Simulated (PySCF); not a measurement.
How methods differ on the ionisation energy of Os(2+)

Os(2+) [Xe] 4f14 5d6 (5D) → Os(3+) [Xe] 4f14 5d5 (6S), as a difference of total energies. Calculation: PySCF 2.14, in def2-TZVPPD with the def2 core potential (60 electrons); scalar relativity through the core potential. Correlated levels: valence: 5s2 5p6 frozen. The calculations carry no spin-orbit coupling.

```tsv
method	ionisation energy (eV)
UHF	24.957
MP2 (valence)	26.138
SCS-MP2 (valence)	26.348
CCSD (valence)	26.198
CCSD(T) (valence)	26.256
```

Problem. How much does correlation contribute at CCSD(T) (valence)?

Solution. 26.256 − (24.957) = 1.299 eV, measured against UHF.

The reference lies between the lowest fine-structure levels, while these numbers refer to the centres of the terms.

Errors of the correlated levels include the incompleteness of this basis and the frozen core.

For comparison: 25 ± 1.6 eV (theoretical estimate listed by NIST; NIST Atomic Spectra Database, ionization energies).
